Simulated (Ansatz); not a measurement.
Ansatz (a quantum-chemistry and plane-wave program) input (B3LYP/6-31G*):

Ansatz 0.2 input:
```yaml
crystal:
  periodic: [false, false, false]
  atoms:
    - {symbol: C, position_ang: [-1.41342000, -0.29067200, -0.02977300]}
    - {symbol: B, position_ang: [0.14279000, 0.07194400, -0.01051300]}
    - {symbol: O, position_ang: [0.40270900, 1.32785800, -0.38687500]}
    - {symbol: O, position_ang: [1.13354700, -0.79724300, 0.35106400]}
    - {symbol: H, position_ang: [-1.71290200, -0.59482200, 0.97696800]}
    - {symbol: H, position_ang: [-2.05064100, 0.53215400, -0.34609400]}
    - {symbol: H, position_ang: [-1.56701500, -1.13119700, -0.71215900]}
    - {symbol: H, position_ang: [0.80707900, -1.66674400, 0.59897400]}
basis:
  gaussian:
    orbitals: 6-31G*
hamiltonian:
  xc: {name: B3LYP}
magnetization: {spin_polarized: true, initial_magnetization: 1}
relax: {f_tol: 0.003, max_steps: 120}
```

Output:

```
Functional definition: B3LYP
integrals: 0.02 GiB planned
737 factors; integrals over basis functions are off by at most 4.5e-4 eV
mean field: 0.28 GiB planned
mean field evaluation 1: about -5866.8738 eV, gradient 4.1e1 eV
mean field evaluation 2: about -5862.7087 eV, gradient 5.4e1 eV
mean field evaluation 4: about -5873.4350 eV, gradient 2.3e0 eV
mean field evaluation 8: about -5873.4708 eV, gradient 1.2e-1 eV
mean field evaluation 16: about -5873.4711 eV, gradient 6.8e-5 eV
mean field -5873.47106053 eV, -215.8460802929 hartree, gradient 2.4e-5 eV, S^2 0.753644; 1 other end points of the search recorded, 0 dependent functions left out
the calculation of the forces begins
reference -5873.47121702 eV, -215.8460860437 hartree; 16, 15 occupied and 52, 53 virtual orbitals, 737 factors
relax step   1: F+E_penalty+E_count = -5873.47106053 eV  Δ(F+E_penalty+E_count) = +0.000e0 eV  max|allowed force component| = 2.892e-1 eV/Å  Δτ_max = 0.0000 Å  (43 SCF iters, accepted)
these checks for a lower state are left out or cut short: starts, cluster_reference, orbital_swaps, neighbouring_geometries, increment
integrals: 0.02 GiB planned
737 factors; integrals over basis functions are off by at most 4.6e-4 eV
mean field: 0.28 GiB planned
mean field evaluation 32: about -5873.4744 eV, gradient 1.0e-5 eV
mean field -5873.47444446 eV, -215.8462046498 hartree, gradient 1.0e-5 eV, S^2 0.753651; 0 other end points of the search recorded, 0 dependent functions left out
the calculation of the forces begins
reference -5873.47460109 eV, -215.8462104060 hartree; 16, 15 occupied and 52, 53 virtual orbitals, 737 factors
relax step   2: F+E_penalty+E_count = -5873.47444446 eV  Δ(F+E_penalty+E_count) = -3.384e-3 eV  max|allowed force component| = 1.568e-1 eV/Å  Δτ_max = 0.0069 Å  (34 SCF iters, accepted)
these checks for a lower state are left out or cut short: starts, cluster_reference, orbital_swaps, neighbouring_geometries, increment
integrals: 0.02 GiB planned
737 factors; integrals over basis functions are off by at most 4.7e-4 eV
mean field: 0.28 GiB planned
mean field -5873.47538517 eV, -215.8462392205 hartree, gradient 1.9e-5 eV, S^2 0.753651; 0 other end points of the search recorded, 0 dependent functions left out
the calculation of the forces begins
reference -5873.47554174 eV, -215.8462449742 hartree; 16, 15 occupied and 52, 53 virtual orbitals, 737 factors
relax step   3: F+E_penalty+E_count = -5873.47538517 eV  Δ(F+E_penalty+E_count) = -9.407e-4 eV  max|allowed force component| = 4.192e-2 eV/Å  Δτ_max = 0.0069 Å  (32 SCF iters, accepted)
these checks for a lower state are left out or cut short: starts, cluster_reference, orbital_swaps, neighbouring_geometries, increment
integrals: 0.02 GiB planned
737 factors; integrals over basis functions are off by at most 4.6e-4 eV
mean field: 0.28 GiB planned
mean field -5873.47551225 eV, -215.8462438903 hartree, gradient 2.5e-5 eV, S^2 0.753643; 0 other end points of the search recorded, 0 dependent functions left out
the calculation of the forces begins
reference -5873.47566859 eV, -215.8462496358 hartree; 16, 15 occupied and 52, 53 virtual orbitals, 737 factors
relax step   4: F+E_penalty+E_count = -5873.47551225 eV  Δ(F+E_penalty+E_count) = -1.271e-4 eV  max|allowed force component| = 3.485e-2 eV/Å  Δτ_max = 0.0089 Å  (31 SCF iters, accepted)
these checks for a lower state are left out or cut short: starts, cluster_reference, orbital_swaps, neighbouring_geometries, increment
integrals: 0.02 GiB planned
737 factors; integrals over basis functions are off by at most 4.7e-4 eV
mean field: 0.28 GiB planned
mean field -5873.47553338 eV, -215.8462446672 hartree, gradient 5.5e-5 eV, S^2 0.753646; 0 other end points of the search recorded, 0 dependent functions left out
the calculation of the forces begins
reference -5873.47568974 eV, -215.8462504131 hartree; 16, 15 occupied and 52, 53 virtual orbitals, 737 factors
relax step   5: F+E_penalty+E_count = -5873.47553338 eV  Δ(F+E_penalty+E_count) = -2.114e-5 eV  max|allowed force component| = 8.858e-3 eV/Å  Δτ_max = 0.0011 Å  (27 SCF iters, accepted)
these checks for a lower state are left out or cut short: starts, cluster_reference, orbital_swaps, neighbouring_geometries, increment
integrals: 0.02 GiB planned
737 factors; integrals over basis functions are off by at most 4.7e-4 eV
mean field: 0.28 GiB planned
mean field -5873.47553743 eV, -215.8462448157 hartree, gradient 1.4e-5 eV, S^2 0.753645; 0 other end points of the search recorded, 0 dependent functions left out
the calculation of the forces begins
reference -5873.47569379 eV, -215.8462505619 hartree; 16, 15 occupied and 52, 53 virtual orbitals, 737 factors
relax step   6: F+E_penalty+E_count = -5873.47553743 eV  Δ(F+E_penalty+E_count) = -4.041e-6 eV  max|allowed force component| = 3.313e-3 eV/Å  Δτ_max = 0.0011 Å  (26 SCF iters, accepted)
these checks for a lower state are left out or cut short: starts, cluster_reference, orbital_swaps, neighbouring_geometries, increment
integrals: 0.02 GiB planned
737 factors; integrals over basis functions are off by at most 4.7e-4 eV
mean field: 0.28 GiB planned
mean field -5873.47553830 eV, -215.8462448480 hartree, gradient 2.6e-5 eV, S^2 0.753646; 0 other end points of the search recorded, 0 dependent functions left out
the calculation of the forces begins
reference -5873.47569466 eV, -215.8462505940 hartree; 16, 15 occupied and 52, 53 virtual orbitals, 737 factors
relax step   7: F+E_penalty+E_count = -5873.47553830 eV  Δ(F+E_penalty+E_count) = -8.783e-7 eV  max|allowed force component| = 1.458e-4 eV/Å  Δτ_max = 0.0003 Å  (25 SCF iters, accepted)
integrals: 0.02 GiB planned
737 factors; integrals over basis functions are off by at most 4.7e-4 eV
mean field: 0.28 GiB planned
mean field evaluation 64: about -5873.4755 eV, gradient 2.6e-5 eV
mean field -5873.47553830 eV, -215.8462448480 hartree, gradient 2.6e-5 eV, S^2 0.753646; 2 other end points of the search recorded, 0 dependent functions left out
the calculation of the forces begins
reference -5873.47569466 eV, -215.8462505940 hartree; 16, 15 occupied and 52, 53 virtual orbitals, 737 factors
Total energy: -5873.47569466 eV, -215.8462505940 hartree
Atom 0 at    -1.411852    -0.294851    -0.028311 Å, force    -0.000021     0.000110    -0.000037 eV/Å
Atom 1 at     0.149865     0.074620    -0.010752 Å, force     0.000146     0.000068    -0.000009 eV/Å
Atom 2 at     0.412474     1.333937    -0.387962 Å, force    -0.000108    -0.000094     0.000021 eV/Å
Atom 3 at     1.145312    -0.794409     0.351180 Å, force    -0.000011    -0.000005     0.000001 eV/Å
Atom 4 at    -1.719783    -0.600549     0.979965 Å, force     0.000008     0.000028     0.000122 eV/Å
Atom 5 at    -2.052145     0.531041    -0.345871 Å, force    -0.000005    -0.000043     0.000013 eV/Å
Atom 6 at    -1.573620    -1.137939    -0.712361 Å, force     0.000029    -0.000046    -0.000113 eV/Å
Atom 7 at     0.791895    -1.660572     0.595703 Å, force    -0.000038    -0.000018     0.000002 eV/Å
Dipole moment:    -0.358283    -0.521645     0.134702 e Å
```

The geometry given is a B3LYP-D3(BJ)/def2-TZVP minimum.
